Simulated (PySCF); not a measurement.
Co: excitation energy

Co [Ar] 3d7 4s2 (4F) → Co [Ar] 3d6 4s2 5s1 (6D), as a difference of total energies. Calculation: PySCF 2.14, in x2c-TZVPPall with one added diffuse shell each of s, p, d, f type (7s6p5d3f1g, 80 functions); the spin-free X2C one-electron Hamiltonian (Gaussian nucleus). Correlated levels: valence and next inner shell: [Ne] frozen. The calculations carry no spin-orbit coupling.

| method | excitation energy (cm⁻¹) |
| --- | --- |
| UHF | 65913 |
| MP2 (valence and next inner shell) | 82164 |
| SCS-MP2 (valence and next inner shell) | 81828 |
| CCSD (valence and next inner shell) | 78870 |
| CCSD(T) (valence and next inner shell) | 79654 |

The upper state lies above the first ionisation limit, but in LS coupling its spin forbids autoionisation to the ground ion. A Rydberg-like electron needs more diffuse functions than a valence basis has.

The promoted electron is Rydberg-like, and one or two diffuse shells describe it only roughly, which tends to raise the upper state.
